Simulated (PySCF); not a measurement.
Two-component Hartree-Fock for Ca⁺ (calcium, charge +1)

Start: [Ar] 4s1; 4s1/2 filled at m_j = +1/2. Calculated with PySCF 2.14 in x2c-TZVPall-2c with one added diffuse shell each of s, p, d type (7s8p4d, 51 functions): generalised Hartree-Fock with the X2C-1e Hamiltonian and a Gaussian nucleus; one run each with spin-orbit coupling (SO) switched off, then screened by Boettger's factors. This is a chosen level, not necessarily the ground level.

```csv
spinor shell,electrons,"ε, spin-free (eV)","ε, screened SO (eV)",weight of nominal j (screened SO),"rms radius, screened SO (bohr)"
1s1/2,2,-4091.4,-4091.4,1.000,0.0888
2s1/2,2,-468.25,-468.24,1.000,0.393
2p1/2,2,-377.75,-380.31,1.000,0.361
2p3/2,4,-377.75,-376.48,1.000,0.363
3s1/2,2,-68.110,-68.109,1.000,1.24
3p1/2,2,-43.033,-43.326,0.982,1.37
4s1/2,1,-11.380,-11.380,1.000,3.95
```

**Question.** Where does 3p3/2 lie, and what is the 3p spin-orbit splitting (screened SO)?

**Answer.** At -42.888 eV, 0.439 eV above 3p1/2.

```
   quantity   spin-free  screened SO
E (hartree)  -679.42952   -679.43288
        M_J         1/2          1/2
       ⟨J²⟩       0.750        0.750
       ⟨L²⟩       0.000        0.000
       ⟨S²⟩       0.750        0.750
```

Each row is a mean over spinors that exchange with the open shell spreads, by up to 0.314 eV (3s1/2).

Without spin-orbit coupling the j labels of p, d and f shells carry no meaning; the spin-free column gives the mean over the occupied spinors of each nl shell.
